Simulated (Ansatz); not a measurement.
Cl₂Co, quartet, geometry from GFN2-xTB (such geometries of metal compounds can be far from the true shape); B3LYP/aug-cc-pVTZ (Ansatz, a first-principles code).

Here is a job for Ansatz.
Ansatz 0.2 input:
```yaml
crystal:
  periodic: [false, false, false]
  atoms:
    - {symbol: Co, position_ang: [0.00000000, 0.00000000, 0.00000000]}
    - {symbol: Cl, position_ang: [-0.00000000, -0.00000000, -1.94700299]}
    - {symbol: Cl, position_ang: [0.00000000, 0.00000000, 1.94700299]}
basis:
  gaussian:
    orbitals: aug-cc-pVTZ
hamiltonian:
  xc: b3lyp
magnetization: {spin_polarized: true, initial_magnetization: 3}
```

The log (banner, timings and long lists left out):

```
Functional definition: B3LYP
1374 factors; their error is unknown
mean field evaluation 1: about -62666.0123 eV, gradient 7.4e1 eV
mean field evaluation 2: about -62096.6508 eV, gradient 3.0e2 eV
mean field evaluation 4: about -62645.5395 eV, gradient 1.1e2 eV
mean field evaluation 8: about -62678.7261 eV, gradient 6.3e-1 eV
mean field evaluation 16: about -62679.0275 eV, gradient 1.2e-5 eV
mean field -62679.02750500 eV, -2303.4117754381 hartree, gradient 1.2e-5 eV, S^2 3.762579; 2 other end points of the search recorded, 0 dependent functions left out
reference -62679.02775050 eV, -2303.4117844600 hartree; 32, 29 occupied and 161, 164 virtual orbitals, 1374 factors
Total energy: -62679.02775050 eV, -2303.4117844600 hartree
```
